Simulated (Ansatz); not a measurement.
Calculated with Ansatz (gas phase, PBE0-D4/def2-TZVP geometries, no zero-point term in ΔE). CCSD(T)/CBS is the MP2 limit (def2-TZVPP, def2-QZVPP) plus CCSD(T) − MP2 in def2-TZVPP, frozen cores. This one scheme is used for every species. Functionals use def2-TZVPP. For Br, Ge outer-core shells are correlated without core-valence functions, which leaves a few kJ/mol of doubt a bond. Scalar relativity is left out up to krypton. Each species was taken in one conformer, which may not be the lowest.

Consider the ligand exchange at the Si–N bond: `N[SiH2][GeH2][Cl]` + HBr → `[Cl][GeH2][SiH2]Br` + NH₃.

```csv
level,ΔE (kJ/mol)
revPBE-D4,-45.4
ωB97M-V,-43.7
CCSD/def2-TZVPP,-42.8
HF/def2-QZVPP,-43.9
```

Problem. What does CCSD(T)/CBS give? (Estimate.)

Solution. Computed: -47.4 kJ/mol. The listed levels differ from it by 2.0, 3.7, 4.6, 3.5 kJ/mol.

Largest T1 diagnostic among the species: 0.011.

At CCSD(T), def2-SVP lies +7.1 kJ/mol from the extrapolated value and def2-TZVPP +4.1 kJ/mol. Leaving LDA and LC-ωPBE aside and taking each functional with its dispersion term where it has one, the values, not all of them listed here, spread over 10.7 kJ/mol, from HSE06-D4 to CAM-B3LYP-D4. LDA lies +8.9 kJ/mol from PBE without D4.

CCSD(T)/CBS has its own doubt, a few kJ/mol and more with outer-core shells, so smaller differences from it don't rank the levels.
